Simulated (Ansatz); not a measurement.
This geometry of ClGaH2 (4 atoms, charge 0, multiplicity 1) is a first-order saddle point.

All numbers below come from Ansatz 0.2.0, RKS PBE-D4/def2-SVP.

```xyz
4
Properties=species:S:1:pos:R:3
Ga 0.250 0.000 -0.564
Cl 1.304 0.000 1.810
H 1.745 0.000 0.205
H -1.341 0.000 -0.320
```

(1) Which two structures does it join? (They come from a converged band through this point; their orientation in space is the band's.)

(2) How far does it lie above each of them?

## Answers

(1) Bonds broken: Ga1–Cl2, Ga1–H3. Bonds formed: Cl2–H3. ClGaH2 becomes ClH + GaH.

Initial state:

```xyz
4
Properties=species:S:1:pos:R:3
Ga 0.454 0.000 0.074
Cl 0.821 0.000 2.214
H 1.743 0.000 -0.820
H -1.060 0.000 -0.337
```

Final state:

```xyz
4
Properties=species:S:1:pos:R:3
Ga 0.087 0.000 -0.864
Cl 1.572 0.000 1.857
H 1.824 0.000 0.542
H -1.525 0.000 -0.404
```

(2) 196.9 kJ/mol above the first and 19.6 kJ/mol above the second. This is the barrier of this one path; another mechanism may lie lower. The orbitals stay closed-shell, which can raise the energy where a bond breaks towards radicals; this wasn't checked here.

The run took 22 s on 1 thread of AMD EPYC 9R45 96-Core Processor (Zen 5), with other jobs on the host, peak memory 0.13 GiB.
